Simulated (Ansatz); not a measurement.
One change: `[OH][Hf]([F])([Cl])[Cl]` becomes `[OH][Hf]([OH])([Cl])[Cl]`.

Ansatz, PBE0-D4/def2-TZVP geometries, multiplicity 1. Each molecule was computed in one conformer, which needn't be the lowest.

Elements past krypton have def2 core potentials.

```tsv
property	`[OH][Hf]([F])([Cl])[Cl]`
size of the dipole moment (B3LYP/def2-TZVPP) / D	2.80
HOMO energy (PBE0/def2-TZVPP) / eV	-9.36
HOMO–LUMO gap (PBE0/def2-TZVPP) / eV	8.22
size of the dipole moment (PBE/def2-TZVPP) / D	2.78
LUMO energy (PBE/def2-TZVPP) / eV	-1.97
HOMO–LUMO gap (ωB97M-V/def2-TZVPP) / eV	12.36
```

(1) Give the same properties after the change, and the shifts. (Estimate.)

## Answers

(1) The calculation gave: 
```json
{"property": "size of the dipole moment (B3LYP/def2-TZVPP) / D", "`[OH][Hf]([OH])([Cl])[Cl]`": "3.81", "shift": "1.01"}
{"property": "HOMO energy (PBE0/def2-TZVPP) / eV", "`[OH][Hf]([OH])([Cl])[Cl]`": "-8.94", "shift": "0.42"}
{"property": "HOMO–LUMO gap (PBE0/def2-TZVPP) / eV", "`[OH][Hf]([OH])([Cl])[Cl]`": "8.24", "shift": "0.02"}
{"property": "size of the dipole moment (PBE/def2-TZVPP) / D", "`[OH][Hf]([OH])([Cl])[Cl]`": "3.79", "shift": "1.01"}
{"property": "LUMO energy (PBE/def2-TZVPP) / eV", "`[OH][Hf]([OH])([Cl])[Cl]`": "-1.55", "shift": "0.42"}
{"property": "HOMO–LUMO gap (ωB97M-V/def2-TZVPP) / eV", "`[OH][Hf]([OH])([Cl])[Cl]`": "12.10", "shift": "-0.26"}
```

The zero-point energy changes by 27.0 kJ/mol with +3 modes. Dipoles are sizes alone; their direction can turn.

B3LYP here is the variant with VWN-RPA as its local correlation; programs differ in this.
